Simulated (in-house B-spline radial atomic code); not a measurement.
Values are calculated unless marked as measured or tabulated.
## Building a PAW d channel for Nb, r_c = 1.46 bohr

Nb, [Kr] 4d4 5s1, non-relativistic LDA (VWN5), spherical and spin-unpolarised, from an all-electron radial atomic-structure program (B-spline basis) (atomic units; all potentials screened as in the neutral atom).

Two all-electron partial waves φ1, φ2 are integrated outwards at E1 = ε(4d) = -0.125251 and E2 = E1 + 2 hartree; φ1 is the bound orbital and φ2 has unit norm inside r_c = 1.4621 bohr. Smooth partners are polynomials, r^3(a0 + a1 r² + a2 r⁴ + a3 r⁶), matched to φ and three derivatives at r_c, with no condition on the norm. The local potential is -15.2279 + (16.3482) r² + (-7.51618) r⁴ + (1.29422) r⁶ inside 1.1971 bohr and the all-electron one outside.

```csv
wave,φ(r_c),φ'(r_c),a0,a1,a2,a3
1,0.7023134,0.01997327,1.188093,-0.8813891,0.2648947,-0.02966079
2,0.4908286,-2.840748,3.440801,-3.186662,1.022591,-0.1171717
```

Inside r_c the overlaps are <φi φj> = [[0.28205, 0.50123], [0.50123, 1.00000]] and, for the smooth waves, [[0.25996, 0.43528], [0.43528, 0.80674]]. With χj = (Ej − T − V_local) applied to smooth wave j, the program's quadrature gives the matrix B_ij = <smooth i, χj> as [[0.12345, 0.19756], [0.32946, 0.64666]].

Q: Check the match of the first wave, and find the augmentation charges q_ij.

A: At r_c the four terms are 3.71348, -5.88916, 3.78367, -0.90568, which sum to 0.7023, φ1(r_c) to rounding. q_ij is the all-electron overlap less the smooth one: [[0.02209, 0.06595], [0.06595, 0.19326]]. The smooth first wave has a norm of 0.2600 inside r_c against 0.2820, and q11 > 0 puts back the missing charge.

Q: B isn't symmetric. Show that D_ij = B_ij + Ej q_ij is.

A: Integrating by parts gives B12 − B21 = (E1 − E2) q12: 0.19756 − (0.32946) = -0.13190, and −2 × (0.06595) = -0.13190. So D12 = 0.19756 + (1.874749)(0.06595) = 0.32119 and D21 = 0.32946 + (-0.125251)(0.06595) = 0.32120; D11 = 0.12069, D22 = 1.00898. The projectors, p = (B⁻¹)ᵀ χ, are dual to the smooth waves; det B = 0.015.

Solving (T + V_local + Σ p D p) ψ = E (1 + Σ p q p) ψ in a sphere of 9 bohr, whose wall lifts the free-atom level a little, gives these levels:

```
all-electron  one projector  two projectors
   -0.125020      -0.125020       -0.125020
    0.121968       0.121890        0.121967
    0.426312       0.425648        0.426307
    0.877646       0.874618        0.877636
    1.468740       1.458810        1.468740
```

Q: What does the second projector gain?

A: With one projector the errors are 0.00, -0.08, -0.66, -3.03, -9.93 millihartree. With two the errors are 0.00, 0.00, -0.01, -0.01, 0.00 millihartree. The scattering is exact at E1 and at E2 = 1.875, and over all levels compared the largest error is 0.01 millihartree. The lowest eigenvalue of the overlap operator is 1 with one and 0.9807 with two projectors. The smooth orbital alone needs a cutoff of 14.6 hartree for 1 millihartree of kinetic energy, against 20.2 for a norm-conserving Troullier-Martins orbital of the same radius; part of the gain comes from giving up the norm, part from the simpler form.
